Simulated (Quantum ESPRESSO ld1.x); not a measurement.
Q: These are the eigenvalues of the occupied orbitals of an atom or ion with whole-number occupations (eV). All-electron calculation, scalar-relativistic Kohn-Sham, exchange-only LDA, spin-polarised, spherical densities, point nucleus. Program: ld1.x of Quantum ESPRESSO 7.5.

1s down: -53663.040
1s up: -53663.039
2s up: -8980.432
2s down: -8980.316
2p up: -7976.974
2p down: -7976.891
3s up: -2041.605
3s down: -2038.731
3p up: -1733.607
3p down: -1730.752
3d up: -1336.390
3d down: -1334.166
4s up: -447.904
4s down: -441.772
4p up: -346.128
4p down: -340.078
4d up: -207.450
4d down: -201.536
5s up: -94.976
5s down: -92.049
5p up: -68.881
5p down: -66.668
4f up: -55.626
4f down: -50.240

Which element is it, and in what charge state? The configuration may be excited. Open shells, if any, are filled with parallel spins first.

A: Z = 66, dysprosium, charge +4: Dy4+ in [Xe] 4f8. The list shows which subshells hold electrons but not how many an open one holds; the 1s level, -1972.1 hartree, gives Z - s = 62.8 by -(Z - s)^2/2, which with screening and relativity narrows Z to a few neighbours, and the depths of the outer levels then fix element, charge and occupations together.
